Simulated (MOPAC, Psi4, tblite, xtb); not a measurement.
Dimer H4Ge ··· CH5N (SMILES [GeH4] and CN) at R = 3.63 Å between the centres of mass, closest contact 2.75 Å (a higher rigid-body minimum at GFN2-xTB). Geometry in Å and degrees:

```
N
H 1 1.0128
H 1 1.0128 2 106.91
C 1 1.4623 2 110.76 3 -120.76
H 4 1.0912 1 109.21 2 -179.26
H 4 1.0912 5 107.21 1 -118.21
H 4 1.0988 5 107.87 6 -115.94
H 2 2.7481 1 117.59 3 66.93
Ge 8 1.5359 2 90.64 1 -67.94
H 9 1.5359 8 109.47 2 -47.33
H 9 1.5359 8 109.47 10 120.00
H 9 1.5359 8 109.47 10 -120.00
```

- GFN2-xTB (tblite)
- SAPT0/jun-cc-pVDZ, frozen core (Psi4)
- PBE/def2-TZVP, counterpoise-corrected (Psi4)
- PBE-D3(BJ)/def2-TZVP, counterpoise-corrected (Psi4)
- HF/aug-cc-pVDZ, counterpoise-corrected (Psi4)
- MP2/aug-cc-pVDZ = DF-MP2/aug-cc-pVDZ, frozen core, counterpoise-corrected (Psi4)
- SCS-MP2/aug-cc-pVDZ = DF-SCS-MP2/aug-cc-pVDZ, frozen core, counterpoise-corrected (Psi4)
- PM7, restricted, heats of formation (MOPAC)
- AM1, restricted, heats of formation (MOPAC)
- GFN1-xTB (xtb)

Problem. What interaction energy does each level give?

Solution. 
| method | E_int / kJ/mol |
|---|---|
| GFN1-xTB | -17.65 |
| GFN2-xTB | -11.92 |
| PBE-D3(BJ)/def2-TZVP | -6.88 |
| PM7 | -4.60 |
| MP2/aug-cc-pVDZ | -2.86 |
| PBE/def2-TZVP | -0.58 |
| SCS-MP2/aug-cc-pVDZ | -0.47 |
| SAPT0/jun-cc-pVDZ | -0.27 |
| AM1 | 1.49 |
| HF/aug-cc-pVDZ | 7.29 |
